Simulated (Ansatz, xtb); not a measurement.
**Relative energy of two isomers of C4H7BrO**

Structure X: `C[C@@H]1OC[C@@H]1Br`, a singlet. Structure Y: `C[C@@H]1OC[C@H]1Br`, a singlet. Both are isolated molecules in the gas phase, relaxed with PBE-D3(BJ)/def2-SVP.

X (Å):

```csv
atom,x (Å),y (Å),z (Å)
C,-0.0832,-1.9859,-0.5247
C,0.2518,-0.7591,0.2969
C,1.4802,0.7488,-0.4616
C,1.7396,-0.3896,0.5317
Br,3.1362,-1.6836,0.0944
O,0.0637,0.4821,-0.4398
H,0.5235,-2.0267,-1.4503
H,0.1070,-2.9104,0.0569
H,-1.1554,-1.9591,-0.8033
H,-0.3460,-0.7505,1.2375
H,1.9351,0.5874,-1.4656
H,1.7330,1.7733,-0.1096
H,1.9553,-0.0580,1.5625
```

Y (Å):

| atom | x (Å) | y (Å) | z (Å) |
| --- | --- | --- | --- |
| C | 1.7206 | -0.6146 | 0.0729 |
| C | 1.0110 | 0.2708 | -0.9235 |
| C | 0.0628 | 2.1103 | -1.0243 |
| C | -0.4404 | 0.7112 | -0.6519 |
| Br | -1.8755 | -0.0935 | -1.6967 |
| O | 1.4270 | 1.6645 | -0.8685 |
| H | 1.3078 | -1.6430 | 0.0294 |
| H | 1.6036 | -0.2201 | 1.1020 |
| H | 2.8031 | -0.6674 | -0.1588 |
| H | 1.1167 | -0.1303 | -1.9609 |
| H | -0.1797 | 2.3953 | -2.0749 |
| H | -0.1966 | 2.9482 | -0.3428 |
| H | -0.7277 | 0.6106 | 0.4116 |

Energies in hartree; the thermal terms are from GFN2-xTB frequencies at re-optimised GFN2-xTB minima (ideal gas, soft modes damped towards free rotors, one conformer each, 298.15 K, 1 atm) and include the zero-point energy:

```
                               X            Y
E, CCSD(T)/def2-SVP  −2803.342442  −2803.343784
    E, MP2/def2-SVP  −2803.263098  −2803.264595
  E, MP2/def2-TZVPP  −2804.061051  −2804.062638
  zero-point energy      0.102928      0.102770
       H(298 K) − E      0.110378      0.110331
       G(298 K) − E      0.071193      0.070787
```

Q: Correct the CCSD(T) difference for the basis set by the MP2 change, then work out ΔE, ΔE₀, ΔH and ΔG for X → Y in kcal/mol (1 Eh = 627.51 kcal/mol) and the equilibrium ratio [Y]/[X].

A: 1. Differences Y − X: CCSD(T) −0.001342, MP2 in the small set −0.001497, MP2 in the large set −0.001587 Eh.
2. ΔE = −0.001342 + (−0.001587 − (−0.001497)) = −0.001432 Eh = −0.90 kcal/mol.
3. ΔE₀ = ΔE + ΔZPE = −0.001432 + (−0.000158) Eh = −1.00 kcal/mol.
4. ΔH = ΔE + (−0.000047) Eh = −0.93 kcal/mol.
5. ΔG = ΔE + (−0.000406) Eh = −1.15 kcal/mol, so ΔS = (ΔH − ΔG)/T = +3.2 J/(mol K).
6. kT = 0.9442 mEh, so K = [Y]/[X] = exp(−ΔG/kT) = exp(+1.95) ≈ 7.

The sums favour Y, but ΔE leans on the basis-set step (CCSD(T) alone has the other sign or is under 1 kcal/mol), so the order isn't settled. An error of 1 kcal/mol in ΔG would change K by a factor of 5.4. Mirror images and further conformers aren't counted.

As drawn, both hold the same kinds of bond in the same numbers.

Other levels gave ΔE = −0.4 (GFN2-xTB); −0.9 (HF/STO-3G, GFN2-xTB geometries); −0.5 (r2SCAN-D4/def2-SVP, GFN2-xTB geometries); −0.7 (PBE-D3(BJ)/def2-SVP); −1.0 (HF/def2-SVP); −0.9 (MP2/def2-SVP); −0.8 (CCSD(T)/def2-SVP) kcal/mol. The correlated steps freeze 14 core orbitals; the filled d shell of Br is correlated, in a basis made for valence electrons. Programs: Ansatz 0.2.0, xtb 6.7.1.
